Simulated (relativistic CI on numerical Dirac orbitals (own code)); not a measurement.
How well does a small relativistic CI reproduce Kr+?

Calculated at this level of theory: Dirac-Coulomb-Breit CI, separate exchange-only KLI orbitals for each configuration, model QED (radiative potential, 1s self-energy scaled to tabulated hydrogen-like ionisation energies), valence Slater integrals scaled by 0.85, P86 correlation energy added to each configuration (own radial code, finite nucleus).

Configuration list (outside the closed core [Ar] 3d10): 4s2 4p5, 4s 4p6, 4s2 4p4 5s, 4s2 4p4 4d, 4s2 4p4 5p, 4s2 4p4 6s, 4s2 4p4 5d, 4s 4p5 4d, 4s2 4p4 6p, 4s2 4p4 4f, 4s2 4p4 7s, 4s2 4p4 6d, 4s2 4p4 7p, 4s2 4p4 5f, 4s2 4p4 5g, 4s2 4p4 7d, 4s2 4p3 4d2, 4s2 4p2 4d2 5s, 4s2 4p2 4d3, 4s2 4p2 4d2 5p, 4s2 4p2 4d2 6s, 4s2 4p2 4d2 5d. Double excitations out of closed p, d and f shells are left out; levels of such configurations are missing from the list, as are those of other unlisted configurations, and high levels can miss mixing partners. These lack a partner that the ground configuration has and come out too high: 4s 4p5 4d, 4s2 4p4 6p, 4s2 4p4 4f, 4s2 4p4 7s, 4s2 4p4 6d.

```tsv
Configuration	Term (tabulated)	J	Measured (cm⁻¹)	Computed	Error	Purity (%)
4s2 4p5	2P°	3/2	0.0	0	0	98
4s2 4p5	2P°	1/2	5370.1	5297	-73	98
4s2 4p4 5s	4P	5/2	112828.3	116860	4032	94
4s2 4p4 5s	4P	3/2	115092.0	119215	4123	61
4s2 4p4 5s	4P	1/2	117603.0	121685	4082	91
4s2 4p4 5s	2P	3/2	118474.4	122659	4185	61
4s2 4p4 4d	4D	7/2	120209.9	124249	4039	92
4s2 4p4 4d	4D	5/2	120426.9	124533	4106	90
4s2 4p4 4d	4D	3/2	121000.4	125157	4156	90
4s2 4p4 5s	2P	1/2	121002.1	125226	4224	71
4s2 4p4 4d	4D	1/2	121779.5	126014	4235	74
4s2 4p4 4d	4F	9/2	126000.8	129846	3845	95
4s2 4p4 5s	2D	3/2	127597.5	132070	4473	73
4s2 4p4 5s	2D	5/2	127861.5	132401	4539	85
4s2 4p4 4d	4F	7/2	127929.5	131993	4064	84
4s2 4p4 4d	4F	5/2	129697.2	133645	3948	94
4s2 4p4 4d	4F	3/2	130512.7	134454	3941	96
4s2 4p4 5p	4P°	5/2	133923.9	136741	2817	81
4s2 4p4 5p	4P°	3/2	134286.7	137154	2867	71
4s2 4p4 5p	4P°	1/2	135781.3	138675	2894	58
4s2 4p4 5p	4D° †	7/2	135781.4	138445	2664	95
4s2 4p4 5p	4D° †	5/2	136069.2	142817	6748	58
4s2 4p4 5p	4D° †	3/2	138379.6	142910	4530	64
4s2 4p4 5p	2D°	5/2	140117.2	138882	-1236	66
4s2 4p4 5p	4D° †	1/2	140161.5	142848	2687	93
```

Measured levels from NIST Handbook of Basic Atomic Spectroscopic Data (Sansonetti and Martin, J. Phys. Chem. Ref. Data 34, 1559 (2005)); pairs were made by configuration, J and term (by order where the table uses no LS term), so strongly mixed levels may be paired wrongly.

Mean error by configuration (cm⁻¹): 4s2 4p5 -73; 4s2 4p4 5s 4237; 4s2 4p4 4d 4042; 4s2 4p4 5p 1836. Over the excited levels the mean absolute error is 3594 cm⁻¹ (24 of the 28 excited levels that our extract of the source holds in range could be paired, and the others can miss by more), and the median relative error of those above 1,000 cm⁻¹ is 3.4 %. † marks terms whose computed intervals miss the measured ones by more than a factor of 2.5, or configurations far off the rest, from wrong mixing, a near crossing or a doubtful label or measurement; they are left out of the means.

Transition probabilities of persistent lines. The last column rescales the computed rate by the cube of measured over computed energy:

| λ measured (Å) | Lower | Upper | A tabulated (s⁻¹) | A computed | A rescaled |
| --- | --- | --- | --- | --- | --- |
| 4355.48 air | 4s2 4p4 5s 4P_5/2 | 4s2 4p4 5p 4D°_7/2 | 1.00e+08 | 1.29e+08 | 1.55e+08 |
| 4658.88 air | 4s2 4p4 5s 4P_5/2 | 4s2 4p4 5p 4P°_3/2 | 6.50e+07 | 8.51e+07 | 1.01e+08 |
| 4739.00 air | 4s2 4p4 5s 4P_5/2 | 4s2 4p4 5p 4P°_5/2 | 7.60e+07 | 1.13e+08 | 1.34e+08 |
| 4765.74 air | 4s2 4p4 5s 4P_3/2 | 4s2 4p4 5p 4D°_5/2 | 6.70e+07 | 1.88e+07 | 1.32e+07 |
| 4832.08 air | 4s2 4p4 5s 4P_3/2 | 4s2 4p4 5p 4P°_1/2 | 7.30e+07 | 1.03e+08 | 1.24e+08 |
